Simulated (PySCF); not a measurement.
Compound: C6H5F3.
Bonds: F1–C2, C2–F3, C2–F4, C2–C5, C5–C6 (triple), C6–C7, C7–C8, C8–C9, C7–C9. Hydrogens: H10 on C7; H11, H12 on C8; H13, H14 on C9.

The same species was optimised twice, with GFN2-xTB and with PBE0-D3(BJ)/def2-SVP (PySCF), and the same property calculations (PySCF, gas phase) were run on both structures.

```
  coordinate  GFN2-xTB  PBE0-D3(BJ)/def2-SVP  change
   C6–C7 (Å)     1.419                 1.433  +0.014
   C2–C5 (Å)     1.449                 1.462  +0.013
   C2–F3 (Å)     1.346                 1.335  -0.011
   F1–C2 (Å)     1.344                 1.334  -0.010
   C2–F4 (Å)     1.346                 1.335  -0.011
   C5≡C6 (Å)     1.202                 1.211  +0.009
   C7–C9 (Å)     1.509                 1.513  +0.004
   C7–C8 (Å)     1.510                 1.514  +0.004
   C8–C9 (Å)     1.490                 1.489  -0.001
F1–C2–F3 (°)     106.5                 107.6    +1.1
F3–C2–C5 (°)     112.4                 111.3    -1.1
F1–C2–F4 (°)     106.5                 107.5    +1.0
C6–C7–C9 (°)     118.9                 119.7    +0.8
F3–C2–F4 (°)     106.4                 107.2    +0.8
F1–C2–C5 (°)     112.2                 111.4    -0.8
F4–C2–C5 (°)     112.4                 111.5    -0.9
C6–C7–C8 (°)     118.8                 119.5    +0.7
```

Rotational constants: A = 4104, B = 676.9, C = 672.8 MHz (GFN2-xTB) against A = 4107, B = 671.7, C = 667.8 MHz (PBE0-D3(BJ)/def2-SVP).

On the GFN2-xTB structure: HOMO (eV) -8.02 [PBE0/pcSseg-1]; LUMO (eV) -0.08 [PBE0/pcSseg-1]; dipole (D) 4.14 [PBE0/pcSseg-1]; GIAO shielding of F1/F3/F4 (mean) (ppm) 232.8 [PBE0/pcSseg-1]; GIAO shielding of C2 (ppm) 63.1 [PBE0/pcSseg-1]; GIAO shielding of C5 (ppm) 118.3 [PBE0/pcSseg-1]; GIAO shielding of C6 (ppm) 85.5 [PBE0/pcSseg-1]; GIAO shielding of C7 (ppm) 185.9 [PBE0/pcSseg-1]; GIAO shielding of C8/C9 (mean) (ppm) 174.9 [PBE0/pcSseg-1].

Task: What do these properties become on the PBE0-D3(BJ)/def2-SVP structure?

Result: 
```
                                    property          level  on GFN2-xTB  on PBE0-D3(BJ)/def2-SVP  change
                                   HOMO (eV)  PBE0/pcSseg-1        -8.02                    -7.93   +0.09
                                   LUMO (eV)  PBE0/pcSseg-1        -0.08                    -0.04   +0.04
                                  dipole (D)  PBE0/pcSseg-1         4.14                     3.86   -0.28
energy, GFN2-xTB geometry as zero (kcal/mol)  PBE0/pcSseg-1          0.0                     -0.2    -0.2
     GIAO shielding of F1/F3/F4 (mean) (ppm)  PBE0/pcSseg-1        232.8                    239.7    +6.9
                  GIAO shielding of C2 (ppm)  PBE0/pcSseg-1         63.1                     65.0    +1.9
                  GIAO shielding of C5 (ppm)  PBE0/pcSseg-1        118.3                    115.8    -2.5
                  GIAO shielding of C6 (ppm)  PBE0/pcSseg-1         85.5                     86.8    +1.3
                  GIAO shielding of C7 (ppm)  PBE0/pcSseg-1        185.9                    184.0    -1.9
        GIAO shielding of C8/C9 (mean) (ppm)  PBE0/pcSseg-1        174.9                    172.9    -2.0
```

The heavy atoms differ by 0.050 Å rms after alignment. Among bonds between heavy atoms C2–C5 and C6–C7 change most and about equally (+0.013 to +0.014 Å). Changes are differences of the printed values. Neither structure is proved a minimum here.
